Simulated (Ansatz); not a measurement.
AsH6InO3, SMILES `[OH][In-]([OH])([OH])[AsH3+]`, relaxed with RKS PBE0-D4/def2-TZVP in the Gaussian-basis code of Ansatz from a PBE-D4/def2-SVP geometry. The force threshold is 0.005 eV/Å; the program also tests the step.

Charge 0, multiplicity 1. In takes the def2 core potential.

Start:

```xyz
11

O    -2.278   -0.977   -0.973
In   -0.857    0.426   -0.610
O     0.901    0.404   -1.661
O    -1.338    2.124    0.389
As    1.131   -0.784    1.194
H    -1.963   -1.526   -1.718
H     1.219    1.325   -1.736
H    -2.285    2.077    0.626
H     2.280    0.197    1.407
H     1.970   -1.847    0.490
H     1.218   -1.419    2.591
```

**Question.** How much energy does the relaxation release, and in how many steps? (Best estimate.)

**Answer.** Computed: 12.14 kJ/mol, in 13 steps.

**Question.** Which bonds change most? (Best estimate.)

**Answer.** Ansatz gave: In2–As5 from 2.945 to 2.871 Å; In2–O3 from 2.049 to 1.993 Å; O1–In2 from 2.029 to 1.993 Å; In2–O4 from 2.028 to 1.993 Å.

**Question.** Give the relaxed structure. (Best estimate.)

**Answer.** Ansatz gave: 
```xyz
11

O    -1.916   -1.102   -0.797
In   -0.668    0.448   -0.687
O     0.676    0.711   -2.137
O    -1.148    1.995    0.475
As    1.145   -0.769    1.178
H    -1.837   -1.564   -1.635
H     0.921    1.635   -2.231
H    -2.038    1.912    0.827
H     2.334    0.004    1.691
H     1.888   -2.025    0.798
H     0.642   -1.247    2.517
```
